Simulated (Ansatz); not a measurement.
IIn, charge +1, doublet, geometry from GFN2-xTB (such geometries of metal compounds can be far from the true shape) (a state made from the parent by changing its charge; the spin is typed, not shown lowest) (core potentials on I, In); SVWN5/def2-SV(P) (Ansatz, a program for electronic structure).

Ansatz was given this input:
Ansatz 0.2 input:
```yaml
crystal:
  periodic: [false, false, false]
  atoms:
    - {symbol: In, position_ang: [-0.00000000, -0.00000000, -1.69320062]}
    - {symbol: I, position_ang: [0.00000000, 0.00000000, 1.56541190]}
basis:
  gaussian:
    orbitals: def2-SV_P_.json
    final_grid: {core_spheres: 4, valence_spheres: 8, degree: 17}
hamiltonian:
  xc: {name: SVWN5}
total_charge: 1
magnetization: {spin_polarized: true, initial_magnetization: 1}
```
The basis file holds def2-SV(P) in the JSON format of the Basis Set Exchange.

### Question
Predict the main parts of the log of this Ansatz run.

### Answer

```
Functional definition: SVWN5
632 factors; their error is unknown
mean field evaluation 1: about -13239.2585 eV, gradient 2.7e1 eV
mean field evaluation 2: about -13104.9968 eV, gradient 8.2e1 eV
mean field evaluation 4: about -13247.5013 eV, gradient 6.5e0 eV
mean field evaluation 8: about -13247.9443 eV, gradient 2.0e0 eV
mean field evaluation 16: about -13247.9750 eV, gradient 8.2e-5 eV
mean field evaluation 32: about -13247.4521 eV, gradient 4.7e0 eV
mean field evaluation 64: about -13247.7308 eV, gradient 4.7e-1 eV
mean field -13247.97495882 eV, -486.8540999366 hartree, gradient 3.1e-6 eV, S^2 0.751082; 7 other end points of the search recorded, 0 dependent functions left out
reference -13247.97498685 eV, -486.8541009668 hartree; 23, 22 occupied and 29, 30 virtual orbitals, 632 factors
Total energy: -13247.97498685 eV, -486.8541009668 hartree
```
